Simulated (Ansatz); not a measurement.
Relaxation of BFH₂O₂ (6 atoms, charge 0, multiplicity 1), to a largest force component of 0.02 eV/Å in at most 40 steps.

Computed with RKS BHLYP/def2-SVP in Ansatz 0.2.0.

```xyz
6
Properties=species:S:1:pos:R:3:forces:R:3
B 0.000 0.000 0.000 2.00 0.01 1.40
O 0.000 0.000 1.410 -2.35 -1.01 -1.83
H -0.909 -0.281 1.747 2.19 0.96 -0.76
O 1.221 0.000 -0.705 -1.22 -2.38 0.65
H 1.521 -0.952 -0.860 -0.63 2.45 0.39
F -1.143 0.000 -0.660 0.00 -0.03 0.15
```

Q: Where does it end, and by what steps?

A: It converged. After 8 steps the energy has fallen by 0.743 eV; H5 moved furthest, 0.58 Å.

| step | energy less start (eV) | largest force component (eV/Å) | accepted |
| --- | --- | --- | --- |
| 0 | 0.0000 | 2.450 | yes |
| 1 | -0.2642 | 2.145 | yes |
| 2 | -0.3270 | 1.503 | yes |
| 3 | -0.3935 | 0.475 | yes |
| 4 | -0.4990 | 1.178 | yes |
| 5 | -0.7056 | 0.600 | yes |
| 6 | -0.7394 | 0.299 | yes |
| 7 | -0.7427 | 0.065 | yes |
| 8 | -0.7431 | 0.006 | yes |

```xyz
6
Properties=species:S:1:pos:R:3
B -0.074 -0.129 -0.081
O 0.044 -0.297 1.252
H -0.761 -0.124 1.734
O 0.959 -0.330 -0.912
H 1.755 -0.597 -0.459
F -1.234 0.243 -0.602
```

Whether the end is a true minimum wasn't checked by a vibrational analysis.

Run time: 14 s on 1 thread of Arm Neoverse V2, with other jobs on the host, peak memory 0.13 GiB.
